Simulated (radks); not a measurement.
Results of a calculation; reference values are marked as such.
Problem. Ag2+, configuration [Ar] 3d10 4s1.75 4p6 4d9.25 (fractional occupations, a model configuration). Code: a radial shooting solver on a logarithmic mesh with Libxc functionals. Model: scalar-relativistic Kohn-Sham, BLYP, spin-polarised, spherical densities, point nucleus; open shells are filled with parallel spins first (spin-orbit coupling, left out, can overturn this in heavy ions). Some entries of the table are withheld. Estimate them.

orbital  occ.  eigenvalue (hartree)  <r^2> (bohr^2)
1s up       1             -931.9178        0.001308
1s down     1             -931.9149        0.001308
2s up       1             -137.9557         0.02146
2s down     1             -137.9482         0.02146
2p up       3             -123.8439         0.01691
2p down     3             -123.8376         0.01690
3s up       1             -25.99133          0.1555
3s down     1             -25.98559          0.1554
3p up       3             -21.35778          0.1570
3p down     3             -21.35154          0.1569
3d up       5             -14.04760             (1)
3d down     5             -14.03959             (2)
4s up       1              -4.35184          0.9340
4s down  0.75              -4.31894          0.9347
4p up       3              -3.00274           1.128
4p down     3              -2.97063           1.131
4d up       5              -1.08178             (3)
4d down  4.25              -1.05503             (4)

Solution. 
(1) 3d up <r^2> (bohr^2): 0.1425
(2) 3d down <r^2> (bohr^2): 0.1424
(3) 4d up <r^2> (bohr^2): 2.036
(4) 4d down <r^2> (bohr^2): 2.069
